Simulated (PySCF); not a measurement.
## TDDFT excited states: [C7H12Cl]+

C7H12Cl (charge +1).
Numbering: `[CH3:1][C+:2]1[CH2:3][CH2:4][C@@H:5]([CH2:6][Cl:7])[CH2:8]1` (hydrogens: H9, H10, H11 on C1; H12, H13 on C3; H14, H15 on C4; H16 on C5; H17, H18 on C6; H19, H20 on C8)

Cartesian coordinates in Å at the PBE0-D3(BJ)/def2-SVP level; atoms count from 1:
```
atom  x, y, z in Å
C1    -3.0367   -0.7479    0.5857
C2    -1.7402   -1.3587    0.3319
C3    -1.5281   -2.5404   -0.5031
C4    -0.0234   -2.6182   -0.7560
C5     0.5874   -1.9322    0.4741
C6     1.9713   -1.3407    0.2645
Cl7    1.9258   -0.0175   -0.9359
C8    -0.4697   -0.8729    0.8176
H9    -3.8533   -1.4856    0.5728
H10   -3.2284   -0.0923   -0.2915
H11   -3.0622   -0.1172    1.4833
H12   -2.2188   -2.6375   -1.3563
H13   -1.8417   -3.3498    0.2033
H14    0.3309   -3.6469   -0.8997
H15    0.2287   -2.0451   -1.6627
H16    0.6616   -2.6509    1.3097
H17    2.6722   -2.0997   -0.1080
H18    2.3760   -0.9199    1.1946
H19   -0.2804   -0.0303    0.0831
H20   -0.4734   -0.3902    1.8065
```

Computed with PySCF 2.14.0, density-fitted response routines, TDDFT PBE0/def2-SVPD, vertical, gas phase, core orbitals frozen in the response.

```json
{"state": "S1", "E (eV)": "3.40", "ν̃ (cm⁻¹)": "27460", "f": "0.0042", "main configurations (H = HOMO, L = LUMO)": "H→L (91%), H-1→L (8%)"}
{"state": "S2", "E (eV)": "3.71", "ν̃ (cm⁻¹)": "29910", "f": "0.069", "main configurations (H = HOMO, L = LUMO)": "H-1→L (91%), H→L (8%)"}
{"state": "S3", "E (eV)": "4.86", "ν̃ (cm⁻¹)": "39220", "f": "0.021", "main configurations (H = HOMO, L = LUMO)": "H-2→L (99%)"}
{"state": "S4", "E (eV)": "5.12", "ν̃ (cm⁻¹)": "41320", "f": "0.0008", "main configurations (H = HOMO, L = LUMO)": "H-3→L (94%)"}
{"state": "S5", "E (eV)": "5.49", "ν̃ (cm⁻¹)": "44250", "f": "0.0006", "main configurations (H = HOMO, L = LUMO)": "H-4→L (58%), H-5→L (31%)"}
{"state": "S6", "E (eV)": "5.75", "ν̃ (cm⁻¹)": "46370", "f": "0.017", "main configurations (H = HOMO, L = LUMO)": "H-5→L (39%), H-4→L (36%), H-7→L (22%)"}
```

The lowest singlet lies at 3.40 eV (364 nm, ultraviolet) and is very weak; its leading configuration is HOMO→LUMO (91%). The most intense listed level is S2 at 3.71 eV (334 nm, f = 0.069), 0.30 eV above S1. Löwdin shares by element: HOMO chlorine 75%, carbon 12% or more, hydrogen 5% or more; LUMO carbon 74% or more (atoms not listed hold the other 26%). The oscillator strengths of these states sum to 0.112; summed over the whole spectrum of an exact calculation they would give the number of electrons, 70 (Thomas–Reiche–Kuhn). Weighted by f, the mean energy of these states is 4.24 eV. Of the 6 states listed, 3 reach f = 0.01 and none stays under 0.0005. No computed singlet lies in the visible range (380 to 750 nm); the lowest, at 364 nm, stands 0.14 eV above its violet end (3.26 eV). Singlets were solved by full linear response.

Hardware: x86-64 server, one thread, shared host. Cost: 83 s wall.

One conformer stands for the species.
